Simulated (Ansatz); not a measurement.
`C[O][Mo](=[O])(=[O])[OH]` + H₂O → `[O]=[Mo](=[O])([OH])[OH]` + CH₃OH  (formal hydrolysis of a Mo–O bond)

Calculated with Ansatz (gas phase, PBE0-D4/def2-TZVP geometries, no zero-point term in ΔE). CCSD(T)/CBS adds triple-zeta CCSD(T) − MP2 to the extrapolated MP2 energy (def2 sets, frozen cores). This one scheme is used for every species. Functionals use def2-TZVPP. def2 core potentials past Kr. For Mo outer-core shells are correlated without core-valence functions, which leaves a few kJ/mol of doubt a bond. Each species was taken in one conformer, which may not be the lowest.

| level | ΔE (kcal/mol) |
| --- | --- |
| PBE-D4 | 3.0 |
| r2SCANh-D4 | 2.9 |
| CCSD(T)/def2-SVP | 4.0 |
| CCSD(T)/def2-TZVPP | 3.6 |

Question: What does CCSD(T)/CBS give? (An estimate is asked.)

Answer: Ansatz gave: +3.8 kcal/mol. The listed levels differ from it by -0.8, -0.9, 0.2, -0.2 kcal/mol.

Largest T1 diagnostic among the species: 0.025, so the coupled-cluster value is less sure than usual.

In def2-TZVPP, CCSD(T) changes the Hartree–Fock value by +2.2 kcal/mol (the triples alone add +0.6 kcal/mol) and MP2 by +2.9 kcal/mol. The D4 term adds +1.3 kcal/mol with B3LYP and +0.8 kcal/mol with PBE0; it sums over pairs of atoms, weighted by their polarisabilities, and B3LYP, whose exchange is more repulsive, gets the larger term. Leaving LDA and LC-ωPBE aside and taking each functional with its dispersion term where it has one, the values, not all of them listed here, spread over 1.4 kcal/mol, from ωB97M-V to BLYP-D4. LDA lies +0.7 kcal/mol from PBE without D4.

CCSD(T)/CBS has its own doubt, a few kJ/mol and more with outer-core shells, so smaller differences from it don't rank the levels.

B3LYP here is the variant with VWN-RPA as its local correlation; programs differ in this.
